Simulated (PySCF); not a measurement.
CH₄BF₂OP.
Numbering: `[F:1][CH:2]([F:3])[O:4][BH:5][PH2:6]` (hydrogens: H7 on C2; H8 on B5; H9, H10 on P6)

Structure used (PBE0-D3(BJ)/def2-SVP), in Å, numbered top down from 1:
```
atom  x, y, z in Å
F1    -2.3349   -0.5296    1.3669
C2    -1.2979   -0.0061    0.7212
F3    -1.7552    0.5923   -0.3914
O4    -0.4517   -1.0273    0.3945
B5     0.6739   -0.8853   -0.3610
P6     1.2148    0.6961   -1.2907
H7    -0.8098    0.7540    1.3575
H8     1.3116   -1.8974   -0.5216
H9     0.8643    1.7084   -0.3521
H10    2.5928    0.6019   -0.9484
```

Linear response at PBE0/def2-SVPD (PySCF, frozen core in the response, non-relativistic). One conformer (not necessarily the lowest) at the PBE0-D3(BJ)/def2-SVP geometry, without solvent, vibrations or thermal averaging.

Static isotropic polarisability: 60.36 au (8.94 Å³), principal values 50.0, 59.7, 71.3 au.

Problem. What is the polarisability at 1064 nm and at the sodium D line?

Solution. 60.96 au at 1064 nm (+1.0 %), 62.41 au at 589.3 nm (+3.4 %). The rise at 589.3 nm is 3.41 times that at 1064 nm; a pure ω² law gives 3.26. The lowest singlet lies at 229 nm, shorter than both wavelengths.

Problem. What is the isotropic C6 coefficient between two such molecules, C6 = (3/π)∫α(iω)² dω?

Solution. 1451 au (Eh·bohr⁶) by a ten-point quadrature over imaginary frequencies, which is 867 eV·Å⁶ or 83.6 J·nm⁶/mol.

Problem. Which effective excitation energy ω̄ makes London's formula C6 = (3/4)α²ω̄ exact here?

Solution. ω̄ = 4·C6/(3α²) = 0.531 Eh = 14.4 eV. A one-pole form α(ω) = α/(1 − ω²/ω̄²) fitted to the 1064 nm value gives 11.7 eV. London's choice of the ionisation energy (9.94 eV, ΔSCF at the same level) gives C6 = 999 au, 31 % too low.

Problem. How many electrons N does the Slater–Kirkwood formula C6 = (3/4)·√N·α^(3/2) need to give this C6?

Solution. N = (4·C6/3)²/α³ = 17.0; the species has 56 electrons in all.

Problem. What three-body coefficient follows from the one-pole estimate C9 = (3/4)·α·C6?

Solution. 65700 au. This is an estimate from the two numbers above, not a computed integral.

Problem. How anisotropic is the static polarisability, by Δα² = ½[(α1 − α2)² + (α2 − α3)² + (α3 − α1)²]?

Solution. Δα = 18.5 au, or 0.31 of the isotropic value.

Time: 28 s (grids of density and orbitals included); peak memory 0.73 GiB. Hardware: one thread of an Intel Xeon Platinum 8259CL at 2.50 GHz, on a shared host. This is the whole response run at PBE0/def2-SVPD, SCF included.
